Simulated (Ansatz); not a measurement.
Basis-set extrapolation for F$_{2}$H$_{5}$NSi$_{2}$ (`F[SiH](F)N[SiH3]`) (PBE0-D4/def2-TZVP geometry, frozen core, Ansatz 0.2.0). Multiplicity 1, RHF reference.

```csv
,def2-TZVPP,def2-QZVPP
HF,-834.452303,-834.484069
MP2 correlation,-0.950960,-1.034191
CCSD(T) correlation,-1.016140,not run
```

Energies in hartree. Use E(X) = E(∞) + A·exp(−7.88·√X) for Hartree–Fock and E(X) = E(∞) + B·X^(−2.97) for correlation, with X = 3 and 4, and add CCSD(T) minus MP2 of the smaller set to the MP2 limit.

Problem. What is the CCSD(T) energy at the basis-set limit?

Solution. HF limit: -834.484069 + (-0.031766) × 0.13774 = -834.48844. MP2 limit: -1.034191 + (-0.083231) × 0.74074 = -1.09584. Higher-order term: -1.016140 − (-0.950960) = -0.06518. Total: -835.64946 hartree, 113.6 kcal/mol below CCSD(T)/def2-TZVPP.
